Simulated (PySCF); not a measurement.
BrH. Atoms are numbered in the order given.

```xyz
2

Br     0.0000     0.0000    -0.0398
H      0.0000     0.0000     1.3930
```

Geometry: PBE-D3(BJ)/def2-TZVPD.

These are PySCF with TDDFT-M06-2X/def2-TZVPD values and carry that method's errors.

Vertical excitations; the highest root listed may be one member of a degenerate set. Gas-phase values at a fixed geometry. State labels are in the subgroup C2v.

| state | symmetry | energy (eV) | λ (nm) | f | main pairs |
|---|---|---|---|---|---|
| S1 | B2 | 6.58 | 188 | 0.011 | HOMO→LUMO (degenerate set) |
| S2 | B1 | 6.58 | 188 | 0.011 | HOMO−1→LUMO (degenerate set) |
| S3 | B2 | 8.68 | 143 | 0.060 | HOMO→LUMO+1, HOMO→LUMO+4 (degenerate set) |
| S4 | B1 | 8.68 | 143 | 0.060 | HOMO−1→LUMO+1, HOMO−1→LUMO+4 (degenerate set) |
| S5 | B1 | 8.78 | 141 | 0.102 | HOMO−1→LUMO+4, HOMO−1→LUMO+1 (degenerate set) |
| S6 | B2 | 8.78 | 141 | 0.102 | HOMO→LUMO+4, HOMO→LUMO+1 (degenerate set) |
| S7 | A2 | 8.89 | 139 | 0.000 | HOMO→LUMO+2 49 %, HOMO−1→LUMO+3 49 % |
| S8 | A1 | 8.95 | 138 | 0.000 | HOMO−1→LUMO+2, HOMO→LUMO+3 (degenerate set) |
| S9 | A2 | 8.95 | 138 | 0.000 | HOMO−1→LUMO+3, HOMO→LUMO+2 (degenerate set) |
| S10 | A1 | 9.29 | 133 | 0.003 | HOMO→LUMO+3 48 %, HOMO−1→LUMO+2 48 % |
| T1 | B1 | 6.12 | 203 | 0 | HOMO−1→LUMO (degenerate set) |
| T2 | B2 | 6.12 | 203 | 0 | HOMO→LUMO (degenerate set) |
| T3 | B1 | 8.57 | 145 | 0 | HOMO−1→LUMO+4, HOMO−1→LUMO (degenerate set) |
| T4 | B2 | 8.57 | 145 | 0 | HOMO→LUMO+4, HOMO→LUMO (degenerate set) |
Triplets are in the Tamm–Dancoff approximation, which puts them higher than full response would, so one can lie above its singlet here.
